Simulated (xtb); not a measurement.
Sn(OH)2 (H2O2Sn), SMILES [OH][Sn][OH] (connectivity only; charge and spin as stated), neutral, multiplicity 1. All values are semi-empirical tight-binding results from xtb (GFN2-xTB unless named), good for trends rather than for accurate numbers. Geometry: GFN2-xTB. Other conformers were not sampled.

For metal compounds this method's bond lengths and energies can be far off.

```json
{
 "point_group_as_xtb_finds_it": "Cs",
 "orbital_gap": "4.68 eV",
 "zero_point_energy": "14.4 kcal/mol",
 "G − E(el) at 298.15 K (modified RRHO)": "-3.8 kcal/mol"
}
```
